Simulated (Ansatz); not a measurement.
System: CH$_{4}$Al, charge 0, doublet. CH4Al (SMILES [CH3][AlH], doublet).
B3LYP-D3(BJ)/def2-TZVP minimum from Ansatz (a first-principles code):
```xyz
6

Al    -0.1553    -0.7257    -0.2821
C      0.3902     1.0380     0.4148
H     -0.0854     1.2043     1.3877
H      0.0248     1.8209    -0.2590
H      1.4665     1.1625     0.5334
H     -1.7285    -0.9816    -0.4832
```
Charge 0, spin multiplicity 2.

Total energies in hartree (Ansatz). Radicals and triplets start from unrestricted determinants; spin-orbit coupling is neglected. Cores are frozen in correlated methods. No relativity. Where a partner has so few electrons that a lower coupled-cluster level is exact, that level stands in. The spin of CH4Al ([CH3][AlH], doublet) was assumed, and the state is the lowest solution found for it.

```csv
species,HF/cc-pV(T+d)Z,CCSD(T)/cc-pV(T+d)Z,HF/cc-pV(Q+d)Z,CCSD(T)/cc-pV(Q+d)Z,CCSDT(Q)/cc-pV(T+d)Z
"1: CH4Al (SMILES [CH3][AlH], doublet)",-282.09928,-282.38140,-282.10423,-282.39948,-282.38252
2: Al (doublet),-241.87908,-241.93131,-241.88044,-241.93374,-241.93179
3: C (triplet),-37.69157,-37.78076,-37.69331,-37.78654,-37.78126
4: H (doublet),-0.49981,-0.49981,-0.49995,-0.49995,-0.49981
```

Task: Work out the atomisation energy (electronic, to ground-state atoms) in kJ/mol: take Hartree-Fock from cc-pV(Q+d)Z, extrapolate the CCSD(T) correlation energy as X^-3 (X = 3, 4), and add CCSDT(Q) - CCSD(T) in cc-pV(T+d)Z. 1 hartree = 2625.5 kJ/mol.

Result: 
Species 1: correlation (64·(-0.29525) - 27·(-0.28212))/37 = -0.30483; step -0.00112; E1 = -282.10423 + (-0.30483) + (-0.00112) = -282.41018
Species 2: correlation (64·(-0.05330) - 27·(-0.05223))/37 = -0.05408; step -0.00048; E2 = -241.88044 + (-0.05408) + (-0.00048) = -241.93500
Species 3: correlation (64·(-0.09323) - 27·(-0.08919))/37 = -0.09618; step -0.00050; E3 = -37.69331 + (-0.09618) + (-0.00050) = -37.78999
Species 4: correlation (64·(0.00000) - 27·(0.00000))/37 = 0.00000; step +0.00000; E4 = -0.49995 + (0.00000) + (+0.00000) = -0.49995
-1·E1 +1·E2 +1·E3 +4·E4 = 0.68539 hartree = 1799.5 kJ/mol.
